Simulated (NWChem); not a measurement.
System: SiH2O2F2; SMILES O[Si](O)(F)F

Input file for NWChem:

```
start job
memory heap 200 mb stack 900 mb global 1100 mb
geometry units angstroms noautoz
  O     -0.077617    -1.314833     0.964336
  Si     0.000003     0.000002     0.012965
  O      0.077623     1.314832     0.964333
  F     -1.272428     0.030575    -0.970173
  F      1.272433    -0.030583    -0.970176
  H     -0.520045    -2.093270     0.615146
  H      0.520038     2.093277     0.615146
end
basis spherical
  * library 6-31g*
end
dft
  xc optx lyp
  iterations 150
  mulliken
end
task dft energy
```

All runs use the structure optimised with PBE0/def2-SVP.

Question: What results follow from this input? (OLYP/6-31G* (spherical d).) Quantities: energy (Ha); highest occupied level (eV); orbital gap (eV); dipole (D).

Answer: 
```yaml
energy (Ha): -640.90
highest occupied level (eV): -7.81
orbital gap (eV): 7.64
dipole (D): 0.33
```
